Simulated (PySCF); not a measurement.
## A rate constant, worked out

An elementary step of GeNH4F, singlet (GeNH₄F ([NH2][GeH2][F]) → GeNH₃ ([NH][GeH2]) + HF; Ge–F, N–H broken or loosened, F–H formed or tightened). The start structure is the reactant molecule, and the electronic barrier above it is 2.853 eV by CCSD(T) at an estimated basis limit (MP2 extrapolated from triple and quadruple zeta, plus CCSD(T) − MP2 in triple zeta). PySCF 2.14 with density fitting (its default auxiliary sets; JK sets also for MP2 and CCSD(T)); basis: def2-TZVPP and def2-QZVPP; cores frozen in the correlated methods. Filled d shells of the heavier atoms are correlated. The def2 sets are not built for correlating such inner shells, so the correlated values are less sure here. Extrapolation: Hartree–Fock as exp(−7.88 √X), correlation as X^−2.97. Harmonic wavenumbers (analytic Hessian with the translational sum rule) at PBE0-D4/def2-TZVP (PySCF 2.14 with density fitting (its default auxiliary sets; JK sets also for MP2 and CCSD(T))), in cm⁻¹:

Start: 225, 247, 506, 507, 676, 692, 729, 815, 854, 920, 1584, 2192, 2202, 3579, 3675.

Saddle: 252i, 204, 317, 532, 607, 687, 845, 874, 956, 1043, 1182, 2124, 2204, 2214, 3544.

Question: Work out the transition-state-theory rate constant at 700 K from these numbers alone (harmonic vibrations; rotation, path degeneracy and anharmonicity left out), and the Wigner tunnelling factor. Use 1 cm⁻¹ = 1.2398 × 10⁻⁴ eV and k_B = 8.617 × 10⁻⁵ eV/K.

Answer: Zero-point energies, half the sums: start 19403/2 cm⁻¹ = 1.2028 eV; saddle, real modes only, 17333/2 cm⁻¹ = 1.0745 eV.
Barrier with zero-point energy: 2.853 + 1.0745 − 1.2028 = 2.7247 eV.
k_BT = 0.06032 eV, so the barrier is 45.17 k_BT.
Vibrational partition functions from the zero-point level, ln q = −Σ ln(1 − exp(−hν/k_BT)): start 4.224, saddle 3.612.
k = (k_BT/h) exp(ln q‡ − ln q) exp(−E0/k_BT), with log₁₀(k_BT/h in s⁻¹) = 13.16: log₁₀ k = 13.16 + (-0.612 − 45.17)/2.3026 = -6.72, so k ≈ 2 × 10^(-7) s⁻¹.
Wigner factor: 1 + (hν‡/k_BT)²/24 = 1 + (0.52)²/24 = 1.01. A change of 1 kcal/mol (0.043 eV) in the barrier would change k by a factor of 2.1 at this temperature.

No T1 diagnostic of these runs exceeds 0.019. The restricted Hartree–Fock reference is unstable towards an unrestricted one at one or more of these structures.

Labels in which every atom is bracketed show which atoms are joined, not bond orders.

For scale, one of the runs: CCSD(T)/def2-TZVPP, 166 basis functions, launched by `OMP_NUM_THREADS=4 python run.py`. Hardware: 4 CPU threads of a Oxide Virtual Turin-like, shared host. Wall time 2.9 min; peak host memory 1.7 GiB.
